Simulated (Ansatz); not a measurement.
Ansatz (a first-principles code) job for Hf(F)2(OH)2 (F2H2HfO2), SMILES [OH][Hf]([OH])([F])[F], multiplicity 1, PBE-D3(BJ)/def2-SVP. 

Ansatz 0.2 input:
```yaml
crystal:
  periodic: [false, false, false]
  atoms:
    - {symbol: Hf, position_ang: [-0.00000000, -0.00000000, 0.00297317]}
    - {symbol: F, position_ang: [0.00000001, -1.56328577, 1.13088349]}
    - {symbol: F, position_ang: [0.00000000, 1.56328583, 1.13088340]}
    - {symbol: O, position_ang: [1.59441663, -0.00000002, -1.07564192]}
    - {symbol: H, position_ang: [2.33690614, -0.00000004, -1.67984981]}
    - {symbol: O, position_ang: [-1.59441663, -0.00000003, -1.07564191]}
    - {symbol: H, position_ang: [-2.33690615, -0.00000005, -1.67984980]}
basis:
  gaussian:
    orbitals: def2-SVP
hamiltonian:
  xc: pbe
  dispersion: d3bj
relax: {f_tol: 0.002, max_steps: 200}
```

Output:

```
WARN ansatz: RAYON_NUM_THREADS=1 ignored (pool sized by the plan → 1); use --threads N
Functional definition: PBE
integrals: 0.04 GiB planned
1012 factors; their error is unknown
mean field: 0.24 GiB planned
mean field evaluation 1: about -10843.8889 eV, gradient 9.5e1 eV
mean field evaluation 2: about -10709.5075 eV, gradient 2.7e2 eV
mean field evaluation 4: about -10858.3086 eV, gradient 2.3e1 eV
mean field evaluation 8: about -10859.2370 eV, gradient 2.5e-1 eV
mean field evaluation 16: about -10859.1626 eV, gradient 2.6e-4 eV
mean field -10859.16261824 eV, -399.0668656157 hartree, gradient 1.1e-5 eV, S^2 0.000000; 0 other end points of the search recorded, 0 dependent functions left out
the calculation of the forces begins
reference -10859.16269144 eV, -399.0668683056 hartree; 24, 24 occupied and 74, 74 virtual orbitals, 1012 factors
relax step   1: F+E_penalty+E_count = -10859.25618211 eV  Δ(F+E_penalty+E_count) = +0.000e0 eV  max|allowed force component| = 2.865e-1 eV/Å  Δτ_max = 0.0000 Å  (29 SCF iters, accepted)
these checks for a lower state are left out or cut short: starts, cluster_reference, orbital_swaps, neighbouring_geometries, increment
integrals: 0.04 GiB planned
1012 factors; their error is unknown
mean field: 0.24 GiB planned
mean field -10859.16575780 eV, -399.0669809922 hartree, gradient 6.7e-6 eV, S^2 0.000000; 0 other end points of the search recorded, 0 dependent functions left out
the calculation of the forces begins
reference -10859.16583103 eV, -399.0669836835 hartree; 24, 24 occupied and 74, 74 virtual orbitals, 1012 factors
relax step   2: F+E_penalty+E_count = -10859.25916346 eV  Δ(F+E_penalty+E_count) = -2.981e-3 eV  max|allowed force component| = 7.065e-2 eV/Å  Δτ_max = 0.0073 Å  (31 SCF iters, accepted)
these checks for a lower state are left out or cut short: starts, cluster_reference, orbital_swaps, neighbouring_geometries, increment
integrals: 0.04 GiB planned
1012 factors; their error is unknown
mean field: 0.24 GiB planned
mean field evaluation 32: about -10859.1659 eV, gradient 3.8e-4 eV
mean field -10859.16593219 eV, -399.0669874009 hartree, gradient 6.8e-6 eV, S^2 0.000000; 0 other end points of the search recorded, 0 dependent functions left out
the calculation of the forces begins
reference -10859.16600543 eV, -399.0669900924 hartree; 24, 24 occupied and 74, 74 virtual orbitals, 1012 factors
relax step   3: F+E_penalty+E_count = -10859.25933941 eV  Δ(F+E_penalty+E_count) = -1.759e-4 eV  max|allowed force component| = 1.036e-2 eV/Å  Δτ_max = 0.0014 Å  (32 SCF iters, accepted)
these checks for a lower state are left out or cut short: starts, cluster_reference, orbital_swaps, neighbouring_geometries, increment
integrals: 0.04 GiB planned
1012 factors; their error is unknown
mean field: 0.24 GiB planned
mean field -10859.16598285 eV, -399.0669892626 hartree, gradient 6.8e-6 eV, S^2 0.000000; 0 other end points of the search recorded, 0 dependent functions left out
the calculation of the forces begins
reference -10859.16605610 eV, -399.0669919547 hartree; 24, 24 occupied and 74, 74 virtual orbitals, 1012 factors
relax step   4: F+E_penalty+E_count = -10859.25939165 eV  Δ(F+E_penalty+E_count) = -5.225e-5 eV  max|allowed force component| = 1.978e-2 eV/Å  Δτ_max = 0.0024 Å  (32 SCF iters, accepted)
these checks for a lower state are left out or cut short: starts, cluster_reference, orbital_swaps, neighbouring_geometries, increment
integrals: 0.04 GiB planned
1012 factors; their error is unknown
mean field: 0.24 GiB planned
mean field -10859.16615586 eV, -399.0669956205 hartree, gradient 6.8e-6 eV, S^2 0.000000; 0 other end points of the search recorded, 0 dependent functions left out
the calculation of the forces begins
reference -10859.16622921 eV, -399.0669983161 hartree; 24, 24 occupied and 74, 74 virtual orbitals, 1012 factors
relax step   5: F+E_penalty+E_count = -10859.25958131 eV  Δ(F+E_penalty+E_count) = -1.897e-4 eV  max|allowed force component| = 3.930e-2 eV/Å  Δτ_max = 0.0162 Å  (31 SCF iters, accepted)
these checks for a lower state are left out or cut short: starts, cluster_reference, orbital_swaps, neighbouring_geometries, increment
integrals: 0.04 GiB planned
1012 factors; their error is unknown
mean field: 0.24 GiB planned
mean field -10859.16620312 eV, -399.0669973576 hartree, gradient 6.8e-6 eV, S^2 0.000000; 0 other end points of the search recorded, 0 dependent functions left out
the calculation of the forces begins
reference -10859.16627650 eV, -399.0670000542 hartree; 24, 24 occupied and 74, 74 virtual orbitals, 1012 factors
relax step   6: F+E_penalty+E_count = -10859.25963339 eV  Δ(F+E_penalty+E_count) = -5.209e-5 eV  max|allowed force component| = 2.304e-2 eV/Å  Δτ_max = 0.0058 Å  (31 SCF iters, accepted)
these checks for a lower state are left out or cut short: starts, cluster_reference, orbital_swaps, neighbouring_geometries, increment
integrals: 0.04 GiB planned
1012 factors; their error is unknown
mean field: 0.24 GiB planned
mean field evaluation 64: about -10859.1662 eV, gradient 3.9e-4 eV
mean field -10859.16619685 eV, -399.0669971268 hartree, gradient 6.8e-6 eV, S^2 0.000000; 0 other end points of the search recorded, 0 dependent functions left out
the calculation of the forces begins
reference -10859.16627023 eV, -399.0669998237 hartree; 24, 24 occupied and 74, 74 virtual orbitals, 1012 factors
relax step   7: F+E_penalty+E_count = -10859.25963098 eV  Δ(F+E_penalty+E_count) = +2.418e-6 eV  max|allowed force component| = 7.448e-3 eV/Å  Δτ_max = 0.0023 Å  (32 SCF iters, rejected (line search))
these checks for a lower state are left out or cut short: starts, cluster_reference, orbital_swaps, neighbouring_geometries, increment
integrals: 0.04 GiB planned
1012 factors; their error is unknown
mean field: 0.24 GiB planned
mean field -10859.16620338 eV, -399.0669973671 hartree, gradient 6.8e-6 eV, S^2 0.000000; 0 other end points of the search recorded, 0 dependent functions left out
the calculation of the forces begins
reference -10859.16627677 eV, -399.0670000642 hartree; 24, 24 occupied and 74, 74 virtual orbitals, 1012 factors
relax step   8: F+E_penalty+E_count = -10859.25964178 eV  Δ(F+E_penalty+E_count) = -8.387e-6 eV  max|allowed force component| = 7.675e-4 eV/Å  Δτ_max = 0.0011 Å  (32 SCF iters, accepted)
integrals: 0.04 GiB planned
1012 factors; their error is unknown
mean field: 0.24 GiB planned
mean field evaluation 96: about -10859.1662 eV, gradient 1.7e-3 eV
mean field -10859.16620338 eV, -399.0669973671 hartree, gradient 6.8e-6 eV, S^2 0.000000; 1 other end points of the search recorded, 0 dependent functions left out
the calculation of the forces begins
reference -10859.16627677 eV, -399.0670000642 hartree; 24, 24 occupied and 74, 74 virtual orbitals, 1012 factors
Total energy: -10859.25971517 eV, -399.0704338620 hartree
Atom 0 at    -0.000000     0.000000     0.011489 Å, force     0.000000     0.000000     0.000767 eV/Å
Atom 1 at     0.000000    -1.568955     1.137672 Å, force    -0.000000    -0.000166     0.000332 eV/Å
Atom 2 at    -0.000000     1.568956     1.137671 Å, force    -0.000000     0.000166     0.000332 eV/Å
Atom 3 at     1.597990    -0.000000    -1.065527 Å, force     0.000100     0.000000    -0.000381 eV/Å
Atom 4 at     2.323300    -0.000000    -1.701011 Å, force    -0.000008     0.000000    -0.000335 eV/Å
Atom 5 at    -1.597990    -0.000000    -1.065527 Å, force    -0.000100     0.000000    -0.000381 eV/Å
Atom 6 at    -2.323300    -0.000000    -1.701011 Å, force     0.000008    -0.000000    -0.000335 eV/Å
Dipole moment:    -0.000000    -0.000000    -0.716256 e Å
```

Self-consistency was reached.
